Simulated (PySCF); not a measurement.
The numbers below are computed, except where a source is named.
## Al2OF5(-)

Al2OF5(-) is a small molecule (built as: end group O-), charge -1, singlet. The structure was relaxed in the gas phase by PBE0-D3(BJ)/def2-SVP. No frequency run checks that it is a minimum.

SMILES: [O-][Al-]1([F])[F+][Al-]([F])([F])[F+]1

Coordinates in Å:
```
F1      1.788    1.930    0.086
Al2     0.298    1.214    0.282
F3     -0.854    2.240    0.908
F4     -0.228    0.336   -1.139
Al5    -0.250   -1.471   -0.375
F6     -1.868   -1.372    0.100
O7      0.770   -2.570   -0.984
F8      0.389   -0.335    1.094
```

Shieldings: GIAO PBE0/aug-pcSseg-2.  Core levels by delta-SCF with SCAN, aug-pcX-2 on the ionised atom and aug-pcseg-1 elsewhere, spin-free X2C (2p3/2 is the spin-free 2p value less a third of a first-order spin-orbit splitting); from the vacuum level, for chosen atoms.

Problem. Give the NMR and core-level values of the distinct atoms.

Solution. 
```json
{"atoms": "F1", "bonded to": "1 Al", "σ (ppm)": "396.7", "δ (ppm)": "-", "core level (eV)": "1s 688.60"}
{"atoms": "Al2", "bonded to": "4 F", "σ (ppm)": "522.4", "δ (ppm)": "-", "core level (eV)": "-"}
{"atoms": "F3", "bonded to": "1 Al", "σ (ppm)": "397.5", "δ (ppm)": "-", "core level (eV)": "-"}
{"atoms": "F4 F8", "bonded to": "2 Al", "σ (ppm)": "350.3", "δ (ppm)": "-", "core level (eV)": "1s 689.65"}
{"atoms": "Al5", "bonded to": "3 F + 1 O", "σ (ppm)": "499.2", "δ (ppm)": "-", "core level (eV)": "2p3/2 76.65"}
{"atoms": "F6", "bonded to": "1 Al", "σ (ppm)": "379.0", "δ (ppm)": "-", "core level (eV)": "1s 687.34"}
{"atoms": "O7", "bonded to": "1 Al", "σ (ppm)": "296.5", "δ (ppm)": "-", "core level (eV)": "1s 529.77"}
```

Values are those of this one static structure; atoms that internal rotation interchanges would show their mean in an NMR spectrum.

Problem. By CAM-B3LYP/def2-SVPD (TDDFT singlets, Tamm-Dancoff triplets, ionisation by delta-SCF), where does absorption start, and what does vertical ionisation take?

Solution. The lowest singlet lies at 4.42 eV (f 0.050), the strongest of the first 6 at 5.69 eV (f 0.058), the lowest triplet at 4.14 eV; vertical ionisation takes 4.65 eV.

Excited states of gas-phase anions may lie above the detachment limit and hang on the basis.

The 3 runs behind this took 3.6 min in all, one thread each of Arm Neoverse V2 on a shared host, launched as `OMP_NUM_THREADS=1 python cluster_run.py task.json out`.
